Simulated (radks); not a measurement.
The numbers below are computed, except where a source is named.
Ionisation of the tin ion Sn3+, [Kr] 4d10 5s1, to [Kr] 4d10 as the strength of local exchange is varied. Level of theory: scalar-relativistic Kohn-Sham, Slater X-alpha exchange (alpha = 2/3 is LDA exchange), no correlation, spin-polarised, spherical densities, finite nucleus; open shells are filled with parallel spins first (spin-orbit coupling, left out, can overturn this in heavy ions); Fermi nuclear charge, rms radius 4.6519 fm (a radial shooting solver on a logarithmic mesh with Libxc functionals).

alpha  E(Sn3+) (hartree)  exchange (hartree)  IE (eV)  -e of the level emptied (eV)  <r> of it (bohr)
0.587        -6146.73402          -135.11527   39.665                   34.806 (5s)             2.152
0.637        -6158.27952          -146.88812   40.304                   35.470 (5s)             2.135
0.667        -6165.21680          -153.97165   40.689                   35.871 (5s)             2.126
0.777        -6190.71743          -180.07167   42.113                   37.359 (5s)             2.091
0.819        -6200.48053          -190.08977   42.661                   37.934 (5s)             2.078

NIST Atomic Spectra Database: 40.74 eV (measured). The Delta-SCF value meets it near alpha = 0.67.
